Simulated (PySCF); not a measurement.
Te(Me)(OH) (CH₄OTe), SMILES O[Te]C.

Geometry optimised at B3LYP-D3(BJ)/def2-SVP. The def2 effective core potentials stand for the cores of Te; spin–orbit coupling is left out. One conformer was computed; it need not be the lowest.

Method: B3LYP-D3(BJ)/def2-SVP (PySCF).

Frequencies are harmonic and unscaled.

Computed harmonic wavenumbers and intensities:
```tsv
mode	ν (cm⁻¹)	IR (km/mol)	Raman (Å⁴/amu)	depolarisation	moving atoms (share of kinetic energy)
1	62	0.2	0.1	0.74	H 95 %
2	172	1.6	4.2	0.74	O 43 %, C 27 %, H 21 %, Te 9 %
3	360	91.3	3.9	0.73	H 92 %
4	512	8.4	29.8	0.30	C 73 %, H 16 %, Te 11 %
5	586	39.4	18.1	0.28	O 87 %, Te 11 %
6	812	9.8	3.4	0.66	H 82 %, C 16 %
7	832	10.6	3.9	0.69	H 88 %, C 12 %
8	1010	44.9	1.6	0.67	H 95 %
9	1234	9.7	1.8	0.33	H 85 %, C 15 %
10	1422	7.1	15.6	0.75	H 95 %
11	1442	8.9	13.4	0.74	H 95 %
12	3049	9.4	140.0	0.01	H 98 %
13	3161	2.6	83.7	0.74	H 90 %, C 10 %
14	3180	1.3	73.2	0.75	H 90 %, C 10 %
15	3798	73.3	81.3	0.26	H 94 %
```
